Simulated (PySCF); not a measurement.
Species: C$_{2}$H$_{2}$Cl$_{3}$ (charge 0, doublet). It need not be the lowest isomer of its formula. 
Geometry from a B3LYP-D3(BJ)/def2-TZVP (Ansatz) optimisation:
```xyz
7

C     -1.1429    -0.4337    -0.3840
C      0.3169    -0.3841    -0.4301
Cl     1.2271    -1.2300     0.7428
Cl     1.0918     0.8958    -1.2554
Cl    -1.8466     0.7134     0.8840
H     -1.5772    -0.1179    -1.3272
H     -1.4943    -1.4211    -0.1023
```
Charge 0, spin multiplicity 2.

Dispersion corrections to the total energy (kcal/mol) from the dftd3 and dftd4 libraries through PySCF: D3(BJ) without and D4 with the three-body term, each with the damping fitted for the functional named.

| functional | D3(BJ) | D4 |
|---|---|---|
| BP86 | -8.70 | … |
| revPBE | -12.46 | -15.03 |
| r2SCAN | … | -1.19 |
| B2GP-PLYP | -3.69 | -2.16 |
| TPSSh | -6.05 | -6.25 |
| HF | … | -17.45 |
| PBE0 | -4.48 | -4.30 |

Problem. Fill in the missing entries.

Solution. 
- BP86, D4: -7.00
- r2SCAN, D3(BJ): -1.38
- HF, D3(BJ): -35.88
